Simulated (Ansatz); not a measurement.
`[CH3][Ti-]1([OH])([OH])[O]C=CC=[O+]1`, 17 atoms. Total charge 0; spin multiplicity 1. Correlated methods include outer-core shells of Ti, which these sets cover unevenly. Scalar relativity is left out up to krypton. Hardware: A = 4 threads of an AMD EPYC 7R13 on a shared host and a share of an NVIDIA H100 80 GB; B = 4 threads of an AMD EPYC 7R13 on a shared host. Correlated methods freeze the cores.

Problem. Give the basis size and wall time and peak host memory of each of these runs in Ansatz. RKS B2PLYP (frozen core)/def2-TZVPP energy [A]; RKS PBE0-D4/def2-QZVPP energy [A]; RHF-MP2/def2-QZVPP energy [A]; RKS PBE0-D4/def2-SVP energy [B]; direct RPA on PBE orbitals/def2-TZVPP energy [A]; RKS LC-ωPBE/def2-TZVPP energy [A]; RKS ωB97M-V/def2-QZVPP energy [A]; RKS PBE0-D4/def2-TZVPP energy [A]; RKS SPW92 (LDA)/def2-TZVPP energy [A]; RKS ωB97M-V/def2-SVP energy [B]; RHF-CCSD(T)/def2-SVP energy [A]; RHF-CCSD(T)/def2-TZVPP energy [A]. (An estimate is asked.)

Solution. Ansatz gave: Other jobs shared the machine, so times are rough.

| level | job | functions | wall time | peak host memory (GiB) |
| --- | --- | --- | --- | --- |
| RKS PBE0-D4/def2-TZVPP | energy [A] | 424 | 2.9 s | 0.94 |
| RKS PBE0-D4/def2-SVP | energy [B] | 183 | 3.6 s | 0.82 |
| RHF-CCSD(T)/def2-SVP | energy [A] | 183 | 5 s | 0.81 |
| RKS LC-ωPBE/def2-TZVPP | energy [A] | 424 | 5.5 s | 0.96 |
| RKS PBE0-D4/def2-QZVPP | energy [A] | 789 | 6.5 s | 1.4 |
| RKS SPW92 (LDA)/def2-TZVPP | energy [A] | 424 | 6.5 s | 0.91 |
| RKS B2PLYP (frozen core)/def2-TZVPP | energy [A] | 424 | 7.5 s | 2.1 |
| RHF-MP2/def2-QZVPP | energy [A] | 789 | 9.5 s | 1.5 |
| RKS ωB97M-V/def2-QZVPP | energy [A] | 789 | 10 s | 1.5 |
| RKS ωB97M-V/def2-SVP | energy [B] | 183 | 11 s | 1.1 |
| direct RPA on PBE orbitals/def2-TZVPP | energy [A] | 424 | 12 s | 2.1 |
| RHF-CCSD(T)/def2-TZVPP | energy [A] | 424 | 37 s | 0.91 |

LC-ωPBE has ω = 0.4 bohr⁻¹.
